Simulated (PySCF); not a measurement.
CH₃F₃OSn. Atoms are numbered in the order given.

```xyz
9

C     -0.0175    -2.6699     0.0000
O     -0.8276    -1.5098     0.0000
Sn    -0.0204     0.2594     0.0000
F      1.0928     0.5462     1.5300
F     -1.3853     1.5896     0.0000
F      1.0928     0.5462    -1.5300
H     -0.6984    -3.5344     0.0000
H      0.6215    -2.7384     0.8975
H      0.6215    -2.7384    -0.8975
```
Charge 0, spin multiplicity 1.

The structure is a stationary point at PBE0-D3(BJ)/def2-SVP. The structure was generated by enumeration; whether it is a known compound was not checked. The def2 effective core potentials stand for the cores of Sn; spin–orbit coupling is left out. One conformer was computed; it need not be the lowest.

All values below come from PySCF 2.14.0 with PBE0-D3(BJ)/def2-SVP.

Frequencies are harmonic and unscaled.

| mode | ν (cm⁻¹) | IR (km/mol) | moving atoms (share of kinetic energy) |
|---|---|---|---|
| 1 | 19 | 1.6 | F 35 %, C 33 %, H 20 %, O 9 % |
| 2 | 96 | 4.5 | F 52 %, C 27 %, H 13 % |
| 3 | 110 | 1.1 | H 80 %, F 12 % |
| 4 | 154 | 2.5 | F 74 %, H 12 %, O 10 % |
| 5 | 156 | 13.6 | F 86 % |
| 6 | 186 | 53.5 | F 77 %, Sn 19 % |
| 7 | 193 | 47.8 | O 43 %, F 31 %, Sn 17 %, H 10 % |
| 8 | 262 | 23.6 | O 32 %, C 27 %, Sn 15 %, H 15 %, F 10 % |
| 9 | 583 | 13.3 | O 64 %, F 14 %, C 9 % |
| 10 | 658 | 58.5 | F 80 %, Sn 12 % |
| 11 | 675 | 66.0 | F 83 %, Sn 17 % |
| 12 | 686 | 62.8 | F 82 %, Sn 17 % |
| 13 | 1116 | 183.8 | O 52 %, C 44 % |
| 14 | 1170 | 0.1 | H 78 %, C 18 % |
| 15 | 1184 | 1.5 | H 75 %, C 19 % |
| 16 | 1464 | 8.0 | H 90 %, C 9 % |
| 17 | 1468 | 6.7 | H 97 % |
| 18 | 1479 | 17.6 | H 94 % |
| 19 | 3026 | 49.4 | H 97 % |
| 20 | 3114 | 22.4 | H 90 %, C 10 % |
| 21 | 3149 | 7.9 | H 90 %, C 10 % |
